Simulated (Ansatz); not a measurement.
A nudged elastic band was laid between two geometries of CH3BO3 (8 atoms, charge 0, multiplicity 1).

Method: RKS B3LYP-D4/STO-3G in Ansatz 0.2.0.

* movable images: 9
* climbing image: yes
* spring: 50.0 eV/Å²
* optimiser: quadratic models (default)
* start path: through a guess of the saddle point
* force threshold: 0.05 eV/Å
* iteration limit: 60
* end points: relaxed

First end point:

```xyz
8
Properties=species:S:1:pos:R:3
B 0.874 1.319 0.288
O -0.172 0.503 0.612
C -0.391 -0.684 -0.207
O 0.274 -1.071 -1.187
O -1.529 -1.296 0.366
H 1.006 2.259 0.979
H 1.588 1.093 -0.618
H -1.651 -2.123 -0.233
```

Last end point:

```xyz
8
Properties=species:S:1:pos:R:3
B 0.849 1.198 0.246
O -0.390 0.733 0.570
C -0.735 -0.641 0.248
O -0.411 -0.871 -1.115
O -1.302 -1.419 1.037
H 1.045 2.327 0.503
H 1.674 0.513 -0.235
H -0.730 -1.838 -1.253
```

Q: Which bonds break or form, and what moves?

A: Bonds broken: O5–H8. Bonds formed: O4–H8.

Q: What energy profile does the band end with?

A: It converged. The highest image is number 5 of 0 to 10, 33.5 kcal/mol above the first end and 32.7 kcal/mol above the last; the last end lies 0.8 kcal/mol above the first. Another band between the same ends (9 images) ends at a top of the same energy, where a vibrational analysis finds 1 clearly imaginary mode. The orbitals stay closed-shell, which can raise the energy where a bond breaks towards radicals; this wasn't checked here. Limits of this set-up: minimal basis.

```json
{"image": "0", "path coordinate (Å)": "0.00", "energy (kcal/mol)": "0.0", "O5–H8 (Å)": "1.03", "O4–H8 (Å)": "2.39"}
{"image": "1", "path coordinate (Å)": "0.30", "energy (kcal/mol)": "0.0", "O5–H8 (Å)": "1.03", "O4–H8 (Å)": "2.39"}
{"image": "2", "path coordinate (Å)": "0.61", "energy (kcal/mol)": "0.4", "O5–H8 (Å)": "1.03", "O4–H8 (Å)": "2.34"}
{"image": "3", "path coordinate (Å)": "0.91", "energy (kcal/mol)": "5.2", "O5–H8 (Å)": "1.04", "O4–H8 (Å)": "2.05"}
{"image": "4", "path coordinate (Å)": "1.21", "energy (kcal/mol)": "19.0", "O5–H8 (Å)": "1.09", "O4–H8 (Å)": "1.66"}
{"image": "5", "path coordinate (Å)": "1.52", "energy (kcal/mol)": "33.5", "O5–H8 (Å)": "1.30", "O4–H8 (Å)": "1.30"}
{"image": "6", "path coordinate (Å)": "1.79", "energy (kcal/mol)": "21.0", "O5–H8 (Å)": "1.63", "O4–H8 (Å)": "1.10"}
{"image": "7", "path coordinate (Å)": "2.07", "energy (kcal/mol)": "7.6", "O5–H8 (Å)": "1.99", "O4–H8 (Å)": "1.04"}
{"image": "8", "path coordinate (Å)": "2.35", "energy (kcal/mol)": "2.0", "O5–H8 (Å)": "2.28", "O4–H8 (Å)": "1.03"}
{"image": "9", "path coordinate (Å)": "2.62", "energy (kcal/mol)": "1.0", "O5–H8 (Å)": "2.38", "O4–H8 (Å)": "1.03"}
{"image": "10", "path coordinate (Å)": "2.90", "energy (kcal/mol)": "0.8", "O5–H8 (Å)": "2.40", "O4–H8 (Å)": "1.03"}
```

Q: What is the geometry of the highest image?

A: 
```xyz
8
Properties=species:S:1:pos:R:3
B 0.875 1.283 0.291
O -0.302 0.658 0.628
C -0.602 -0.577 0.017
O -0.202 -1.064 -1.171
O -1.441 -1.495 0.516
H 1.043 2.326 0.803
H 1.647 0.794 -0.447
H -1.017 -1.925 -0.637
```

The band took 10 iterations and roughly 4 core-minutes.

Time of the run: 4.4 min on 1 thread of Intel(R) Xeon(R) Processor @ 2.50GHz (Skylake/Cascade Lake), on a shared host, peak memory 0.1 GiB.
